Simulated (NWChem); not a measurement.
Molecule: C$_{4}$H$_{4}$O$_{2}$; SMILES O=C1CC=CO1

```xyz
10

O      0.0086     2.0093     0.0000
C     -0.0189     0.8203     0.0000
C     -1.2035    -0.1318     0.0000
C     -0.5467    -1.4724     0.0000
C      0.7716    -1.2640     0.0000
O      1.1272     0.0596     0.0000
H     -1.8322     0.0696    -0.8837
H     -1.8322     0.0696     0.8837
H     -1.0431    -2.4406     0.0000
H      1.6074    -1.9619     0.0000
```
Atoms are numbered in this order, from 1.

Program: NWChem. Geometry: optimised at PBE0/def2-SVP.

### Question
Order these by “dipole (D)”, lowest first: BLYP/def2-TZVP; PBE0/def2-TZVP; CAM-B3LYP/def2-TZVP.

### Answer
BLYP/def2-TZVP (3.70), PBE0/def2-TZVP (3.84), CAM-B3LYP/def2-TZVP (3.97)
